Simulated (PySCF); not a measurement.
1-chloro-3-pentanone (SMILES O=C(CC)CCCl)

Molfile (atoms numbered from 1):
```
C5H9ClO
     RDKit          3D

 16 15  0  0  0  0  0  0  0  0999 V2000
   -2.1809    0.0200   -0.2869 C   0  0  0  0  0  0  0  0  0  0  0  0
   -0.8816   -0.4997    0.2933 C   0  0  0  0  0  0  0  0  0  0  0  0
    0.3478    0.1451   -0.3067 C   0  0  0  0  0  0  0  0  0  0  0  0
    0.2752    0.9937   -1.1647 O   0  0  0  0  0  0  0  0  0  0  0  0
    1.6877   -0.3253    0.2214 C   0  0  0  0  0  0  0  0  0  0  0  0
    2.8452    0.3805   -0.4460 C   0  0  0  0  0  0  0  0  0  0  0  0
    4.4059   -0.2022    0.2009 Cl  0  0  0  0  0  0  0  0  0  0  0  0
   -2.2230   -0.1523   -1.3719 H   0  0  0  0  0  0  0  0  0  0  0  0
   -2.2748    1.1041   -0.1305 H   0  0  0  0  0  0  0  0  0  0  0  0
   -3.0461   -0.4744    0.1774 H   0  0  0  0  0  0  0  0  0  0  0  0
   -0.7836   -1.5921    0.1582 H   0  0  0  0  0  0  0  0  0  0  0  0
   -0.8354   -0.3492    1.3871 H   0  0  0  0  0  0  0  0  0  0  0  0
    1.7663   -1.4170    0.0803 H   0  0  0  0  0  0  0  0  0  0  0  0
    1.7175   -0.1709    1.3137 H   0  0  0  0  0  0  0  0  0  0  0  0
    2.8467    0.2067   -1.5295 H   0  0  0  0  0  0  0  0  0  0  0  0
    2.7991    1.4646   -0.2821 H   0  0  0  0  0  0  0  0  0  0  0  0
  1  2  1  0
  2  3  1  0
  3  4  2  0
  3  5  1  0
  5  6  1  0
  6  7  1  0
  1  8  1  0
  1  9  1  0
  1 10  1  0
  2 11  1  0
  2 12  1  0
  5 13  1  0
  5 14  1  0
  6 15  1  0
  6 16  1  0
M  END
```

Computed with TDDFT CAM-B3LYP/aug-cc-pVDZ excited states, vertical, gas phase (PySCF 2.14.0). Geometry: PBE0-D3(BJ)/def2-SVP.

Singlets 3 and 4 lie within 0.01 eV of each other, so their separate moments and overlaps can depend on how they mix.

(1) How strongly do the lowest singlets absorb one photon, and two photons of half the energy?

Answers

(1) δ for parallel linear polarisation; σ at the peak of a Lorentzian of half width 0.1 eV, single beam; Ω is circular over linear.
```
state  E (eV)      f  photon λ (nm)  δ (au)  σ (GM)     Ω                                    main
   S1    4.55  0.000            545    <0.1    0.00     –      HOMO→LUMO+1 0.64, HOMO→LUMO+4 0.27
   S2    6.46  0.009            384    3.27    0.05  0.13                          HOMO→LUMO 0.80
   S3    7.32  0.001            339    37.8    0.74  1.19      HOMO→LUMO+4 0.42, HOMO→LUMO+3 0.21
   S4    7.32  0.002            339    53.2    1.05  1.02      HOMO→LUMO+3 0.45, HOMO→LUMO+4 0.20
   S5    7.38  0.000            336    2.76    0.06  1.50  HOMO−1→LUMO+9 0.30, HOMO−1→LUMO+6 0.21
   S6    7.41  0.005            335    15.9    0.32  1.26      HOMO→LUMO+3 0.19, HOMO→LUMO+9 0.15
```

Among these, the strongest one-photon state is S2, the strongest two-photon state S4, with a dipole change of 1.7 D (relaxed, norm of the difference vector).
